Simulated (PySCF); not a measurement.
# Bond lengths and vibrations by method: BH2NOSi

These are calculations, not measurements. They come from PySCF 2.14.0, an open-source quantum chemistry program, on an isolated molecule that a program drew, which may never have been made. The molecule is BH2NOSi (charge 0, singlet), drawn as the SMILES string `B=N[Si]O`.

The geometry was optimised and harmonic frequencies were computed with HF and MP2, all in the cc-pV(D+d)Z basis, for the commonest isotopes, with a restricted reference for singlets and an unrestricted one otherwise, and a frozen core in MP2. Each result is a local minimum of its method.

Geometry at the HF minimum:
```xyz
6
BH2NOSi, angstrom
B    -2.0593    0.1085   -0.1750
N    -1.0473    0.7479    0.1747
Si    0.1743    1.8333    0.6865
O     1.4926    0.8321    0.6156
H    -3.0073   -0.4967   -0.5044
H     2.3137    1.2320    0.8650
```

Lengths of the bonds as drawn, in Å (atoms numbered as above):
```
bond,HF,MP2
B1-N2,1.247,1.275
N2-Si3,1.712,1.743
Si3-O4,1.657,1.679
B1-H5,1.172,1.181
O4-H6,0.947,0.970
```

Rotational constants, in GHz:
```
constant,HF,MP2
A,22.51,22.07
B,3.915,3.794
C,3.335,3.238
```

Harmonic frequencies in cm^-1, each column in rising order, so a row needn't be the same motion in every method:
```
rank    HF   MP2
   1   135   122
   2   158   136
   3   391     ?
   4   535   542
   5   717   661
   6   822   710
   7   839   737
   8   876   842
   9   923   892
  10  1950  1804
  11  2988  2903
  12  4156  3846
```

**Estimate the missing MP2 frequency from the HF column.**

A single factor s that minimises the squared misfit of MP2 against s times HF over the other rows is sum(HF x MP2) / sum(HF^2) = 0.9378, with an rms misfit of 45 cm^-1. For rank 3 it gives 0.9378 x 391 = 367 cm^-1. The calculation gives 353 cm^-1, 14 cm^-1 below the estimate. The drawn bonds are on average 1.7 % longer in MP2 than in HF.
